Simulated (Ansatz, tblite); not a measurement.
Forces on Si(OAc)2Me2 (C6H12O4Si) at its r2SCAN-D4/def2-SVP geometry. Total charge 0; singlet.

The xTB rows come from tblite.

GFN1-xTB (tblite), largest force 1.34 eV/Å:

```xyz
23
positions Å, forces eV/Å
Si   -0.679   -0.836    0.372    0.800    0.986   -0.439
O    -0.021   -0.749   -1.201   -0.458    0.656    0.437
C     0.062    0.411   -1.888   -0.134    0.142    0.379
C     0.901    0.270   -3.124    0.307   -0.025   -0.302
O    -0.463    1.432   -1.508    0.299   -0.730   -0.425
H     0.839    1.181   -3.730    0.030   -0.264    0.129
H     0.587   -0.611   -3.703    0.021    0.327    0.200
H     1.943    0.098   -2.811   -0.350    0.113   -0.079
O    -0.182    0.499    1.312    0.537   -0.557   -0.484
C     1.075    0.991    1.265    0.019   -0.298   -0.303
C     1.189    2.305    1.979    0.006    0.415    0.127
O     1.973    0.428    0.682   -0.561    0.412    0.563
H     2.239    2.611    2.046   -0.290   -0.056    0.013
H     0.732    2.240    2.977    0.203   -0.053   -0.322
H     0.616    3.054    1.409    0.229   -0.257    0.145
C    -0.001   -2.407    1.079    0.223   -0.561    0.190
H    -0.345   -2.559    2.114    0.220   -0.176   -0.207
H     1.099   -2.364    1.078   -0.170   -0.262    0.125
H    -0.315   -3.278    0.481    0.213    0.030    0.295
C    -2.524   -0.704    0.304   -0.629    0.061    0.033
H    -2.962   -0.760    1.314   -0.151    0.048   -0.329
H    -2.960   -1.512   -0.305   -0.137    0.278    0.162
H    -2.805    0.262   -0.142   -0.228   -0.229    0.093
```

GFN2-xTB (tblite), largest force 1.56 eV/Å:

```
Si 0.932 1.148 -0.511
O -0.287 0.644 0.392
C -0.208 0.073 0.606
C 0.230 -0.125 -0.204
O 0.340 -0.749 -0.303
H 0.018 -0.303 0.182
H 0.047 0.348 0.216
H -0.375 0.114 -0.088
O 0.494 -0.387 -0.508
C -0.108 -0.477 -0.420
C -0.097 0.292 0.128
O -0.638 0.387 0.461
H -0.341 -0.094 -0.006
H 0.208 -0.036 -0.354
H 0.241 -0.275 0.162
C 0.505 -1.021 0.319
H 0.203 0.040 -0.516
H -0.429 -0.185 0.082
H 0.214 0.358 0.364
C -1.163 0.210 0.042
H 0.109 0.041 -0.542
H 0.176 0.427 0.309
H -0.070 -0.428 0.191
```

PBE-D4/def2-TZVP (Ansatz), largest force 0.60 eV/Å:

```
Si 0.207 0.256 -0.114
O -0.079 -0.429 0.287
C 0.150 -0.142 -0.140
C 0.085 -0.025 -0.106
O -0.252 0.542 0.064
H 0.006 -0.060 0.021
H 0.016 0.050 -0.003
H -0.029 0.017 -0.037
O -0.464 -0.237 0.007
C -0.111 0.177 0.131
C -0.006 0.126 0.059
O 0.521 -0.206 -0.216
H -0.062 -0.010 0.009
H 0.040 0.019 -0.028
H 0.037 -0.005 0.033
C 0.074 -0.139 0.031
H 0.009 0.017 -0.061
H -0.064 -0.009 0.007
H 0.009 0.046 0.034
C -0.155 0.039 0.014
H 0.024 -0.005 -0.053
H 0.036 0.039 0.037
H 0.008 -0.061 0.023
```
